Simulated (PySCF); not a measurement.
B(F)(GeH3)(H) (BFGeH4), SMILES F[BH][GeH3].

The structure is a stationary point at PBE0-D3(BJ)/def2-TZVP.

Calculation: PySCF with ωB97X/def2-TZVPD.

Isolated molecule, no solvent.

- total energy = -2204.19512 hartree
- highest occupied level = -10.48 eV
- lowest empty level = 0.56 eV
- orbital gap = 11.04 eV
- dipole moment = 0.55 D
- quadrupole, principal values (traceless, Buckingham form, about the centre of nuclear charge) = -3.73, 0.88, 2.86 D·Å
- mean static polarisability = 48.6 bohr³ (7.20 Å³)
- polarisability, principal values = 43.7, 47.0, 55.1 bohr³
